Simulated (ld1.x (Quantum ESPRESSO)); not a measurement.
**Which change was made? (Si, TM)**

```
Element                 : Si
Generator               : ld1.x (Quantum ESPRESSO) 7.5
Type                    : norm-conserving Troullier–Martins (Kleinman–Bylander form)
Functional              : LDA (PZ)
Relativity              : non-relativistic
Frozen core             : [Ne]
Valence charge          : 4
Reference configuration : 3s1 3p3
Partial waves           : 3p (bound): rc 1.55 bohr; 3d channel at 0.4 Ry: rc 1.85 bohr; 3s (bound): rc 1.85 bohr
Local potential         : the s channel
Core correction         : none
```

Cutoffs, loose and tight: the cutoffs (Ry, on a coarse ladder) from which the occupation-weighted sum of valence levels, in a spherical-Bessel basis at the reference potential, stays within 10 and 1 mRy of its value at 400 Ry. They do not see the model core or the augmentation charge, which bear on the density cutoff. Test errors are all-electron minus pseudo excitation energies from the reference, over the configurations 3s2 3p2; 3s2 3p1; 3s2 3p0; 3s1 3p2; 3s0 3p4; 3s1 3p0; 3s2 3p1.5 (two spin-polarised tests are not counted in the largest error); variants that change the core or the reference have their own tests.

The base gives: outcome: generated; cutoff, loose: 30 Ry; cutoff, tight: 45 Ry; bound ghosts: none; largest test error (meV): +178.

Problem. After one change the result is: outcome: generated; cutoff, loose: 10 Ry; cutoff, tight: 25 Ry; bound ghosts: none; largest test error (meV): +233. Which change was it?
A. all radii scaled by about 1.25 (s 2.30, p 1.94, d 2.30 bohr)
B. type RRKJ; rho0 0.005
C. wave 3p (bound): rc 1.55 bohr becomes 3p (bound): rc 2.24 bohr
D. core correction a·sin(br)/r model core inside 1.16 bohr
E. wave 3s (bound): rc 1.85 bohr becomes 3s (bound): rc 2.52 bohr

Solution. A. The others give: core correction a·sin(br)/r model core inside 1.16 bohr → outcome: generated; cutoff, loose: 30 Ry; cutoff, tight: 45 Ry; bound ghosts: none; largest test error (meV): +51 | type RRKJ; rho0 0.005 → outcome: generated; cutoff, loose: 25 Ry; cutoff, tight: 45 Ry; bound ghosts: none; largest test error (meV): +181 | wave 3p (bound): rc 1.55 bohr becomes 3p (bound): rc 2.24 bohr → outcome: generated; cutoff, loose: 12 Ry; cutoff, tight: 35 Ry; bound ghosts: none; largest test error (meV): +189 | wave 3s (bound): rc 1.85 bohr becomes 3s (bound): rc 2.52 bohr → outcome: generated; cutoff, loose: 30 Ry; cutoff, tight: 45 Ry; bound ghosts: none; largest test error (meV): +255.
